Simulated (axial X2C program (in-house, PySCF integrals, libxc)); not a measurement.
Worked dissociation energy of SrTe: r2SCAN, scalar-relativistic

All values were computed with an axial X2C code built on PySCF integrals. Spin-free means the one-electron spin-free X2C Hamiltonian. Basis: Te dyall-v3z [11s12p8d1f], Sr dyall-v3z [13s12p8d3f] (cores contracted in-house); Gaussian nuclei, density fitting, unrestricted open shells. Masses: Te 129.906 u, Sr 87.906 u.

Molecular state: M_S = 0, Λ = 0 (closed shell).

```
E(Te) (2M_S = 2, M_L = 0) : -6793.800846 hartree
E(Sr) (2M_S = 0, M_L = 0) : -3179.261262 hartree
E(SrTe) at Re             : -9973.174875 hartree
ωe                        : 226.5 cm⁻¹
ωexe                      : 0.367 cm⁻¹
```

(1) Work out De and D0.

The state is one determinant whose occupation by symmetry is held fixed; it was picked as the lowest of a PBE0 search that is not exhaustive. Closed shells are restricted here (equal orbitals for both partners); the stretched side of such a curve lies too high. Dissociation energies refer to the lowest single-determinant-based atoms at the same level and basis. Spin-free De lacks the spin–orbit lowering of the heavy p-block atom, a tenth of an eV or more for 4p and 5p, up to an eV for 6p and one to two eV for 7p atoms, less what an open-shell molecule gains itself.

Each atomic determinant is the lowest at this level and need not be a pure term. Totals compare only within one Hamiltonian and basis.

Answers

(1) De = -6793.800846 + (-3179.261262) − (-9973.174875) = 0.11277 hartree = 3.069 eV. The zero-point energy is ωe/2 − ωexe/4 = 113 cm⁻¹ = 0.014 eV, so D0 = 3.055 eV.
